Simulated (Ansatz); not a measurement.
`CC(C)(C)[N]=[Nb]([CH3])([F])[Cl]`, relaxed with RKS PBE0-D4/def2-TZVP in the Gaussian-basis code of Ansatz from a PBE-D4/def2-SVP geometry. The force threshold is 0.005 eV/Å; the program also tests the step.

Total charge 0; spin multiplicity 1. Nb takes the def2 core potential.

Start:

```xyz
21

C     1.578   -0.101   -1.196
C     0.310   -0.764   -0.621
C     0.686   -1.815    0.444
C    -0.516   -1.414   -1.750
N    -0.500    0.256    0.005
Nb   -1.582    1.456    0.682
C    -0.370    2.263    2.264
F    -3.065    0.568    1.443
Cl   -1.947    3.103   -0.925
H     2.163    0.385   -0.390
H     1.308    0.672   -1.943
H     2.222   -0.857   -1.689
H    -0.225   -2.275    0.875
H     1.262   -1.347    1.266
H     1.305   -2.617   -0.005
H    -0.805   -0.658   -2.507
H    -1.440   -1.871   -1.343
H     0.074   -2.207   -2.254
H     0.569    2.696    1.858
H    -0.089    1.469    2.989
H    -0.938    3.058    2.797
```

**Question.** By how much does the energy fall, and how many steps does the optimiser take? (Best estimate.)

**Answer.** The calculation gave: 0.09 eV, in 9 steps, 1 of them rejected.

**Question.** Which bonds change most? (Best estimate.)

**Answer.** Computed: N5–Nb6 from 1.751 to 1.731 Å; Nb6–Cl9 from 2.330 to 2.311 Å; C7–H20 from 1.112 to 1.094 Å; C7–H19 from 1.111 to 1.094 Å.

**Question.** Give the relaxed structure. (Estimate.)

**Answer.** Computed: 
```xyz
21

C     1.555   -0.094   -1.176
C     0.301   -0.762   -0.616
C     0.675   -1.802    0.438
C    -0.504   -1.410   -1.741
N    -0.514    0.244    0.004
Nb   -1.569    1.440    0.678
C    -0.350    2.243    2.245
F    -3.060    0.585    1.433
Cl   -1.937    3.078   -0.910
H     2.123    0.385   -0.376
H     1.287    0.666   -1.912
H     2.197   -0.836   -1.659
H    -0.222   -2.268    0.851
H     1.230   -1.336    1.254
H     1.300   -2.582   -0.005
H    -0.792   -0.664   -2.484
H    -1.410   -1.874   -1.346
H     0.093   -2.180   -2.237
H     0.566    2.672    1.828
H    -0.064    1.467    2.960
H    -0.905    3.029    2.771
```
